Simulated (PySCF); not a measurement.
# Spin-rotation constants: `InChI=1S/C5H10.Ga.H/c1-4-5(2)3;;/h5H,1-2,4H2,3H3;;/t5-;;/m0../s1`

Geometry:
```json
{"atom": "C1", "x (Å)": "-0.829", "y (Å)": "1.346", "z (Å)": "-0.646"}
{"atom": "C2", "x (Å)": "-0.569", "y (Å)": "-0.152", "z (Å)": "-0.750"}
{"atom": "C3", "x (Å)": "0.953", "y (Å)": "-0.444", "z (Å)": "-0.763"}
{"atom": "C4", "x (Å)": "1.656", "y (Å)": "-0.022", "z (Å)": "0.536"}
{"atom": "Ga5", "x (Å)": "0.159", "y (Å)": "-0.481", "z (Å)": "1.857"}
{"atom": "C6", "x (Å)": "-1.241", "y (Å)": "-0.886", "z (Å)": "0.418"}
{"atom": "H7", "x (Å)": "-1.892", "y (Å)": "1.558", "z (Å)": "-0.738"}
{"atom": "H8", "x (Å)": "-0.298", "y (Å)": "1.890", "z (Å)": "-1.424"}
{"atom": "H9", "x (Å)": "-0.492", "y (Å)": "1.713", "z (Å)": "0.332"}
{"atom": "H10", "x (Å)": "-0.974", "y (Å)": "-0.505", "z (Å)": "-1.706"}
{"atom": "H11", "x (Å)": "1.395", "y (Å)": "0.051", "z (Å)": "-1.632"}
{"atom": "H12", "x (Å)": "1.076", "y (Å)": "-1.524", "z (Å)": "-0.899"}
{"atom": "H13", "x (Å)": "1.911", "y (Å)": "1.042", "z (Å)": "0.510"}
{"atom": "H14", "x (Å)": "2.595", "y (Å)": "-0.570", "z (Å)": "0.655"}
{"atom": "H15", "x (Å)": "0.117", "y (Å)": "-0.531", "z (Å)": "3.464"}
{"atom": "H16", "x (Å)": "-1.321", "y (Å)": "-1.956", "z (Å)": "0.193"}
{"atom": "H17", "x (Å)": "-2.255", "y (Å)": "-0.515", "z (Å)": "0.582"}
```

Theory: GIAO wB97X-D/pcSseg-1 magnetisability, rotational g tensor and spin-rotation constants, non-relativistic, gas phase (PySCF 2.14.0). Geometry: GFN2-xTB.

The calculation is non-relativistic, which matters for the atoms heavier than Zn.

(1) Give the nuclear spin-rotation constants along the inertial axes (H = +C I·J) beside the isotropic shieldings.

(2) How do the rotational constants and the g tensor change when H7, H8, H9, H10, H11, H12, H13, H14, H15, H16, H17 are replaced by deuterium?

## Answers

(1) Rotational constants 3.6033, 1.9712, 1.6365 GHz. A star marks the isotopologue with that one atom substituted, in its own axes.
```
atom  isotope  Caa (kHz)  Cbb (kHz)  Ccc (kHz)  mean (kHz)  σ (ppm)
 Ga5     69Ga      9.207      4.993      3.414       5.872   1005.5
  H7       1H     -0.348      0.018     -0.183      -0.171     30.7
  H8       1H     -0.146     -0.114     -0.170      -0.143     30.9
  H9       1H     -0.069     -0.259     -0.113      -0.147     31.7
 H10       1H     -0.045     -0.202     -0.087      -0.111     29.3
 H11       1H     -0.062     -0.116     -0.161      -0.113     29.6
 H12       1H     -0.357     -0.216      0.033      -0.180     30.4
 H13       1H     -0.390     -0.186     -0.007      -0.195     31.2
 H14       1H     -0.328     -0.022     -0.162      -0.171     30.8
 H15       1H      0.122     -0.109     -0.096      -0.028     24.1
 H16       1H     -0.399     -0.222      0.027      -0.198     31.1
 H17       1H     -0.409      0.034     -0.169      -0.181     30.8
  C1     13C*      0.574      0.322      0.229       0.375    160.0
  C2     13C*      0.566      0.316      0.302       0.395    151.9
  C3     13C*      0.657      0.298      0.297       0.417    148.9
  C4     13C*      0.506      0.288      0.186       0.327    174.4
  C6     13C*      0.551      0.367      0.227       0.382    157.6
```
For the geometry as given, no vibrational averaging.

(2) Constants 2.7967, 1.6548, 1.3781 GHz; g -0.0145, -0.0111, -0.0010, against -0.0188, -0.0132, -0.0011 before.
